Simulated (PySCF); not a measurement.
A GIAO shielding run with PySCF (density fitting, non-relativistic, gas phase) on SMILES CC[C@H]1C[Si@@H](N(C)C)C1, C₇H₁₇NSi:

```
$ OMP_NUM_THREADS=1 python probes_run.py task.json out

{"job": {"kind": "nmr", "xc": "PBE0", "basis": "pcSseg-1"}, "charge": 0, "multiplicity": 1}
C      3.627194    -0.109787    -0.754107
C      2.420663     0.808173    -0.595356
C      1.487651     0.347900     0.515915
C      0.285640     1.282726     0.767221
Si    -0.847446    -0.228627     0.972860
N     -2.224279    -0.239895    -0.057908
C     -2.784780    -1.493844    -0.496028
C     -3.223308     0.789994     0.085293
C      0.735725    -0.968714     0.228429
H      4.219058    -0.121611     0.158935
H      3.305249    -1.126628    -0.965178
H      4.261509     0.227469    -1.570979
H      2.764655     1.822876    -0.376178
H      1.862865     0.841828    -1.534844
H      2.058906     0.241739     1.441528
H      0.068247     1.882558    -0.114736
H      0.424451     1.961463     1.604137
H     -1.072811    -0.617032     2.379161
H     -3.507031    -1.894725     0.225661
H     -3.298691    -1.354145    -1.450559
H     -1.987204    -2.219942    -0.626282
H     -3.741437     0.936112    -0.865901
H     -3.970372     0.533026     0.846264
H     -2.742509     1.720786     0.373385
H      0.676188    -1.157888    -0.841669
H      1.180819    -1.841198     0.697617
```

Hardware: 1 thread of an Arm Neoverse V2, shared host. The job also computes population analyses, field gradients, ring-centre shieldings.

Task: How large is the calculation?

Result: 80 electrons, 245 basis functions and 1284 auxiliary functions.

Task: How long does it take, and how much memory does it need?

Result: 52 s of wall time, with 13 SCF cycles and 4 response iterations; peak memory 1.2 GiB. Times on a shared host scatter by some tens of per cent.
